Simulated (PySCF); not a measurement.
Fractional electron number in Co⁺ (cobalt, charge +1)

The 3d beta orbital of [Ar] 3d8 is emptied in steps (occupation f), with all orbitals relaxed, ending at [Ar] 3d7. Computed with PySCF 2.14 in aug-pcseg-2 (7s5p4d3f2g, 81 functions), with the non-relativistic Hamiltonian (point nucleus). The exact energy is a straight line in f; departures are measured from the line between the end points of the same method.

Q: Among PBE0, r2SCAN, LC-wPBE, which shows the largest delocalisation error (convex curve), and which is closest to linear?

A: Most convex: r2SCAN (-1.565 eV at f = 0.5); closest to linear: LC-wPBE (-0.435 eV).

```
  f  PBE0 (eV)  r2SCAN (eV)  LC-wPBE (eV)
  1      0.000        0.000         0.000
0.9     -0.374       -0.552        -0.144
0.7     -0.887       -1.303        -0.351
0.5     -1.071       -1.565        -0.435
0.3     -0.912       -1.324        -0.379
0.1     -0.396       -0.570        -0.167
  0      0.000        0.000         0.000
```

```
 method  E(f=0) − E(f=1) (eV)  −ε at f=1 (eV)  −ε at f=0.5 (eV)
   PBE0                17.656          13.538            17.581
 r2SCAN                17.817          11.718            17.754
LC-wPBE                17.987          16.420            17.905
```

Reference removal energy between the ground levels: 17.084 eV (measured; NIST Atomic Spectra Database, ionization energies). The calculation has no spin-orbit coupling. The determinant left behind need not be the lowest term of the ion.
